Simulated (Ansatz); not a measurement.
Ansatz (a program for electronic structure) input:

Ansatz 0.2 input:
```yaml
crystal:
  periodic: [false, false, false]
  atoms:
    - {symbol: O, position_ang: [0.29003508, 0.10104762, -1.12736676]}
    - {symbol: O, position_ang: [0.32920390, 0.08660056, 0.41850184]}
    - {symbol: H, position_ang: [1.21176731, 0.36559278, -1.28986981]}
    - {symbol: O, position_ang: [-0.77070989, -0.23334728, 0.87009864]}
basis:
  gaussian:
    orbitals: def2-TZVPD
hamiltonian:
  xc: {name: PBE}
total_charge: -1
```

**Question.** Predict the final energy.

**Answer.** -225.98487 Eh (PBE/def2-TZVPD). The basis has 129 functions.

This state (charge -1, singlet) is run at the relaxed geometry of the species with charge 0 and multiplicity 2.
